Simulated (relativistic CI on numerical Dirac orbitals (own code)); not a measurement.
# d1 to d9 in one octahedral field

Computed with a parametric ligand-field model without spin-orbit coupling, by exact diagonalisation: B = 440, C = 2090, 10Dq = 30500 cm⁻¹ (Oh; |10Dq|/B = 69.3) for every shell. Energies in cm⁻¹; the field energy is (0.6 n_e − 0.4 n_t2) × 10Dq of the ground term; g labels are left out. So small a B with so large a field is typical of 4d and 5d ions, where spin-orbit coupling, left out here, reaches 1,000 to 4,000 cm⁻¹.

```
Shell  Ground term  Electrons in e  Field energy  First spin-allowed bands  Lowest term of other spin
   d1          2T2           0.000        -12200                  2E 30500                           
   d2          3T1           0.006        -24224      3T2 29381, 3T1 34862                   1T2 6944
   d3          4A2           0.000        -36600      4T2 30500, 4T1 35520                    2E 9838
   d4          3T1           0.010        -48482       3E 28420, 3T1 28953                   1T2 6186
   d5            ?               ?             ?                         ?                          ?
   d6          1A1           0.017        -72694      1T1 28878, 1T2 35336                  3T1 24528
   d7           2E           1.010        -54580      2T1 28770, 2T2 29330                  4T1 20568
   d8          3A2           2.000        -36600      3T2 30500, 3T1 35520                    1E 7662
   d9           2E           3.000        -18300                 2T2 30500
```

(1) Fill in the row of d5.

Results:

(1) Ground term: 2T2; Electrons in e: 0.020; Field energy: -60386; First spin-allowed bands: 2A2 27747, 2T1 27898; Lowest term of other spin: 4T1 20569. Low spin: d4, d5, d6, d7; the other shells keep the spin of the free ion. Only d4 to d7 can choose; the field needed to pair spins is smallest for d6 and largest for d5, which loses most exchange energy. In the strong-field picture 10Dq must exceed about 6B + 5C = 13090 (d4), 7.5B + 5C = 13750 (d5), 2.5B + 4C = 9460 (d6) and 4B + 4C = 10120 (d7); mixing of terms shifts these bounds somewhat.
